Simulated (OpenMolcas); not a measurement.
A calculation on Mo²⁺.

- Program: OpenMolcas 26.06
- Method: MS-RASPT2, IPEA 0.25 Eh, imaginary shift 0.1 Eh (closed shells correlated: 4s)
- Basis: ANO-RCC-VTZP [7s6p4d2f1g]
- Scalar Hamiltonian: DKH2, point nucleus
- Active space: 10 electrons in 8 orbitals (RAS1 4p, at most 2 holes; RAS2 4d)
- State averaging: 2S+1 = 5 even, 5 roots; 2S+1 = 3 even, 45 roots; 2S+1 = 1 even, 50 roots
- Spin-orbit coupling: RASSI with atomic mean-field integrals over the reference wave functions, term energies averaged over their components

Q: Which level of the active space comes out lowest?

A: 4d4 5D0, with 98 % of that term; it is also the measured ground level.

Q: How high does 4d4 3P1(1) lie?

A: 13800 cm-1 above the lowest level; measured 12510 cm-1 above the ground level, so the calculation is off by +10 %.

Q: How high does 4d4 5D4 lie?

A: 1917 cm-1 above the lowest level; measured 1872 cm-1 above the ground level, so the calculation is off by +2 %.

Q: How high does 4d4 3P2(1) lie?

A: 15710 cm-1 above the lowest level; measured 14358 cm-1 above the ground level, so the calculation is off by +9 %.

Q: The level at 15400 cm-1 has J = 3. What is it made of, and what is its g factor?

A: 75 % 4d4 3F3(1), 25 % 4d4 3G; g = 1.002, against 1.084 from Landé's formula for the pure leading term.

Measured values: Sugar and Musgrove, J. Phys. Chem. Ref. Data 17, 155 (1988).

CASPT2 does not keep the components of a term degenerate, so their means are used; among the terms shown or strongly mixed into the levels shown the widest spread is 220 cm-1 (4d4 3F(1)). Active for correlation alone: 4p; no level in the range computed is led by a configuration that opens it, so any true level of that kind is missing. Computed and measured levels are paired by configuration, term and J; levels that our copy of the source lacks, or whose pairing is in doubt (as where it misses far off the trend of its configuration), stay unpaired and out of the deviations. Only configurations of the active space appear.

A number in round brackets counts repeated terms of one configuration in the order of the reference energies.
